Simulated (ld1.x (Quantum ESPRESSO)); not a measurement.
Sb (Z = 51), TM: configuration errors across variants

antimony, norm-conserving Troullier–Martins (Kleinman–Bylander form), made with ld1.x (Quantum ESPRESSO) 7.5 (LDA (PZ), scalar-relativistic). Core [Kr] 4d10, reference 5s2 5p3. Waves: 5s (bound): rc 1.40 bohr; 5p (bound): rc 1.95 bohr. Local part: all-electron potential smoothed inside 1.10 bohr (lloc = -1). Core correction: a·sin(br)/r model core, default radius (core density twice the valence density).

All-electron excitation energies from the reference (eV): (1) 5s2 5p2 8.521; (2) 5s2 5p1 24.774; (3) 5s2 5p0 49.559; (4) 5s1 5p4 8.209; (5) 5s0 5p5 16.646; (6) 5s1 5p3 17.339; (7) 5s2 5p2.5 3.355; (8) 5s2 5p3 spin -1.092; (9) 5s2 5p2 spin 7.930.

Spin tests fill each open shell by Hund’s rule, majority spin first.

A true bound ghost makes a file unfit for plane-wave use even where its test errors are small: the radial tests pick states by their node count and pass the ghost by.

Errors AE − PS in meV (a dash: test not solved or not reliable):

| change | (1) | (2) | (3) | (4) | (5) | (6) | (7) | (8) | (9) | bound ghosts |
| --- | --- | --- | --- | --- | --- | --- | --- | --- | --- | --- |
| base | -5.6 | -35 | -129 | -19 | -80 | -34 | -1.3 | +1.8 | -5.4 | s, p, d |
| local potential all-electron potential smoothed inside 0.76 bohr (lloc = -1) | -5.2 | -39 | -166 | -19 | -67 | -29 | -1.1 | +1.1 | -6.7 | s, p, d |
| local potential all-electron potential smoothed inside 0.94 bohr (lloc = -1) | -4.0 | -26 | -100 | -17 | -74 | -26 | -1.0 | +2.8 | -3.4 | s, p, d |
| local potential all-electron potential smoothed inside 1.08 bohr (lloc = -1) | -5.4 | -34 | -127 | -19 | -79 | -33 | -1.3 | +1.9 | -5.2 | s, p, d |
| local potential all-electron potential smoothed inside 1.48 bohr (lloc = -1) | +1.3 | -10 | -161 | -9.4 | -18 | +10 | +0.2 | +2.3 | -3.6 | s, d |
| local potential all-electron potential smoothed inside 1.64 bohr (lloc = -1) | -4.5 | -40 | -194 | -18 | -54 | -22 | -0.9 | +0.6 | -7.6 | s, d |
| local potential all-electron potential smoothed inside 1.74 bohr (lloc = -1) | -7.3 | -57 | -242 | -21 | -59 | -33 | -1.5 | -1.0 | -11 | s, d |
| local potential all-electron potential smoothed inside 1.90 bohr (lloc = -1) | +0.9 | +8.2 | +22 | -5.3 | -64 | +6.7 | -0.1 | +12 | +9.0 | s, d |
| local potential all-electron potential smoothed inside 2.10 bohr (lloc = -1) | -2.6 | -18 | -79 | -14 | -67 | -17 | -0.7 | +4.1 | -1.6 | none |
| local potential all-electron potential smoothed inside 2.24 bohr (lloc = -1) | -3.5 | -24 | -99 | -15 | -69 | -21 | -0.9 | +3.3 | -3.0 | none |

Task: Give the same row for: local potential all-electron potential smoothed inside 1.30 bohr (lloc = -1).

Result: -9.7, -50, -145, -26, -107, -55, -2.3, +0.4, -7.9; bound ghosts: s, p, d.
